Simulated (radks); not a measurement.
Q: All-electron atom: Cr III in [Ar] 3d3.5 4s0.5 (fractional occupations, a model configuration). All-electron calculation, non-relativistic Kohn-Sham, r2SCAN, spin-polarised, spherical densities, point nucleus; open shells are filled with parallel spins first; meta-GGA in the generalised Kohn-Sham scheme. Program: a radial shooting solver on a logarithmic mesh with Libxc functionals. Some entries of the table are withheld. Estimate them.

orbital,occ.,eigenvalue (eV),r(max) (bohr)
1s down,1,-5880.206,0.04225
1s up,1,-5880.200,0.04225
2s up,1,-691.7626,0.2459
2s down,1,-689.8064,0.2457
2p up,3,(1),0.1990
2p down,3,(2),0.1988
3s up,1,-101.5164,(3)
3s down,1,-96.5882,(4)
3p up,3,-72.6509,0.7964
3p down,3,-67.7078,0.7989
3d up,3.5,-27.3481,0.8057
3d down,0,-22.2223,0.8141
4s up,0.5,-20.0270,2.323

A: 
(1) 2p up eigenvalue (eV): -590.0471
(2) 2p down eigenvalue (eV): -588.5631
(3) 3s up r(max) (bohr): 0.7802
(4) 3s down r(max) (bohr): 0.7817
